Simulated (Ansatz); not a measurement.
Consider the formal exchange of groups at the Si–C bond: `N[SiH]([SiH3])CCl` + `NC=O` → `N[SiH](N)[SiH3]` + `O=CCCl`.

Computed with Ansatz on PBE0-D4/def2-TZVP structures; ΔE is electronic, products minus reactants. CCSD(T)/CBS is the MP2 limit (def2-TZVPP, def2-QZVPP) plus CCSD(T) − MP2 in def2-TZVPP, frozen cores. This one scheme is used for every species. Functionals use def2-TZVPP. B3LYP here is the variant with VWN-RPA as its local correlation; programs differ in this. One conformer a species, not always the lowest.

```tsv
level	ΔE (eV)
ωB97M-V	-0.01
PBE0	0.06
B3LYP	-0.01
HF/def2-QZVPP	-0.14
```

Question: What does CCSD(T)/CBS give? (Estimate.)

Answer: Computed: -0.08 eV. The listed levels differ from it by 0.07, 0.14, 0.07, -0.06 eV.

Largest T1 diagnostic among the species: 0.016.

In def2-TZVPP, CCSD(T) changes the Hartree–Fock value by +0.05 eV (the triples alone add +0.02 eV) and MP2 by +0.08 eV. The D4 term adds +0.04 eV with B3LYP and +0.03 eV with PBE0; it sums over pairs of atoms, weighted by their polarisabilities, and B3LYP, whose exchange is more repulsive, gets the larger term. From PBE to PBE0 (25 % exact exchange), in def2-TZVPP and without D4, ΔE moves by −0.04 eV.
